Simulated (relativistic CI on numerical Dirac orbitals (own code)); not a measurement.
Calculated at this level of theory: Dirac-Coulomb-Breit CI, orbitals from a KLI potential per configuration, model QED (radiative potential, 1s self-energy scaled to tabulated hydrogen-like ionisation energies), unscaled Slater integrals (own radial code, finite nucleus).

The strongest absorption lines from the ground level of an ion, among the configurations computed and to levels below about 136 eV (vacuum wavelength in Å, gf): 133.40 (0.49), 135.91 (0.24), 137.18 (0.3), 141.72 (0.84), 191.82 (0.59), 194.16 (12), 196.94 (7), 204.82 (3).

(1) Which ion is it?
A. Zr5+
B. Cd13+
C. Ru9+
D. Ru7+

## Answers

(1) C. Ru9+ has 35 electrons and the ground level 4s²4p⁵ ²P°3/2; the strongest line goes to 4s²4p⁴4d ²D5/2. The pattern of lines fixes the number of electrons, and along that sequence the line energies rise steadily with the charge (about as its square where n changes within one kind of shell, about linearly where n is kept but much faster in heavy ions where fine structure, which grows about as Z⁴, sets the gap, and irregularly where shells cross), which fixes Z. Configurations outside the model, such as inner-shell arrays, can give stronger lines. At this charge energies of transitions that change n are usually good to better than 1 %, and those within a shell (Δn = 0) to a few per cent.

LS names give the leading component of a level, which can be under half, so a name can repeat, a term be missing and a line seem to break the LS rules.
